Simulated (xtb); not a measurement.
BF, charge +1, doublet, at a GFN2-xTB geometry of the parent state (the spin is typed, not shown lowest); GFN1-xTB (xtb).

Here is a job for xtb.
```
$ xtb mol.xyz --gfn 1 --chrg 1 --uhf 1 --json

# file mol.xyz
2

B     -0.00000000    -0.00000000    -1.05967647
F      0.00000000     0.00000000     0.58870915
```

**Question.** What does xtb print? Leave out banner, timings and long lists.

**Answer.** 
```
   ID    Z sym.   atoms
    1    5 B      1
    2    9 F      2

           -------------------------------------------------
          |                Calculation Setup                |
           -------------------------------------------------

           -------------------------------------------------
          |                 G F N 1 - x T B                 |
           -------------------------------------------------

          ...................................................
          :                      SETUP                      :
          :.................................................:
          :  # basis functions                   8          :
          :  # atomic orbitals                   8          :
          :  # shells                            4          :
          :  # electrons                         9          :
          :  # halogen bonds                     0          :
          :  max. iterations                   250          :
          :  Hamiltonian                  GFN1-xTB          :
          :  restarted?                      false          :
          :  GBSA solvation                  false          :
          :  PC potential                    false          :
          :  electronic temp.          300.0000000     K    :
          :  accuracy                    1.0000000          :
          :  -> integral cutoff          0.2500000E+02      :
          :  -> integral neglect         0.1000000E-07      :
          :  -> SCF convergence          0.1000000E-05 Eh   :
          :  -> wf. convergence          0.2000000E-04 e    :
          :  Broyden damping             0.4000000          :
          :  net charge                          1          :
          :  unpaired electrons                  1          :
          ...................................................

 iter      E             dE          RMSdq      gap      omega  full diag
   1     -5.6105744 -0.561057E+01  0.711E+00    4.27       0.0  T
   2     -4.5381760  0.107240E+01  0.155E+01    2.54       1.0  T
   3     -5.7353751 -0.119720E+01  0.415E+00    4.11       1.0  T
   4     -5.7995167 -0.641417E-01  0.142E+00    3.90       1.0  T
   5     -5.7919347  0.758201E-02  0.188E+00    3.95       1.0  T
   6     -5.8042481 -0.123134E-01  0.518E-01    3.77       1.0  T
   7     -5.8051937 -0.945526E-03  0.192E-01    3.83       1.0  T
   8     -5.8053545 -0.160842E-03  0.515E-02    3.82       1.4  T
   9     -5.8053579 -0.343372E-05  0.290E-02    3.82       2.4  T
  10     -5.8053607 -0.274119E-05  0.102E-03    3.81      69.6  T
  11     -5.8053607 -0.243057E-09  0.373E-05    3.81    1893.5  T
  12     -5.8053607 -0.103384E-11  0.253E-07    3.81  100000.0  T

   *** convergence criteria satisfied after 12 iterations ***

         :::::::::::::::::::::::::::::::::::::::::::::::::::::
         ::                     SUMMARY                     ::
         :::::::::::::::::::::::::::::::::::::::::::::::::::::
         :: total energy              -5.804377626171 Eh    ::
         :: gradient norm              0.175302560564 Eh/a0 ::
         :: HOMO-LUMO gap              3.813882015655 eV    ::
         ::.................................................::
         :: SCC energy                -5.805360684252 Eh    ::
         :: -> electrostatic           0.213102553051 Eh    ::
         :: repulsion energy           0.001104439451 Eh    ::
         :: dispersion energy         -0.000121381371 Eh    ::
         :: halogen bond corr.         0.000000000000 Eh    ::
         :: add. restraining           0.000000000000 Eh    ::
         :: total charge               1.000000000158 e     ::
         :::::::::::::::::::::::::::::::::::::::::::::::::::::

           -------------------------------------------------
          |                Property Printout                |
           -------------------------------------------------

    * Orbital Energies and Occupations

         #    Occupation            Energy/Eh            Energy/eV
      -------------------------------------------------------------
         1        2.0000           -1.2051242             -32.7931
         2        2.0000           -0.9664077             -26.2973
         3        2.0000           -0.9119984             -24.8167
         4        2.0000           -0.9119984             -24.8167
         5        1.0000           -0.8754237             -23.8215 (HOMO)
         6                         -0.7352661             -20.0076 (LUMO)
         7                         -0.7352661             -20.0076
         8                         -0.5617282             -15.2854
      -------------------------------------------------------------
                  HL-Gap            0.1401576 Eh            3.8139 eV
             Fermi-level           -0.8493633 Eh          -23.1124 eV

  Mulliken/CM5 charges         n(s)   n(p)   n(d)
     1B     0.99075  0.96681   1.406  0.604  0.000
     2F     0.00925  0.03319   1.897  5.094  0.000

Wiberg/Mayer (AO) data.
largest (>0.10) Wiberg bond orders for each atom

 ---------------------------------------------------------------------------
     #   Z sym  total        # sym  WBO       # sym  WBO       # sym  WBO
 ---------------------------------------------------------------------------
     1   5 B    1.382 --     2 F    1.382
     2   9 F    1.382 --     1 B    1.382
 ---------------------------------------------------------------------------

Topologies differ in total number of bonds
Writing topology from bond orders to xtbtopo.mol

 dipole moment from electron density (au)
     X       Y       Z
   0.0000   0.0000  -2.1091  total (Debye):    5.361

           -------------------------------------------------
          | TOTAL ENERGY               -5.804377626171 Eh   |
          | GRADIENT NORM               0.175302560564 Eh/α |
          | HOMO-LUMO GAP               3.813882015655 eV   |
           -------------------------------------------------

normal termination of xtb
```
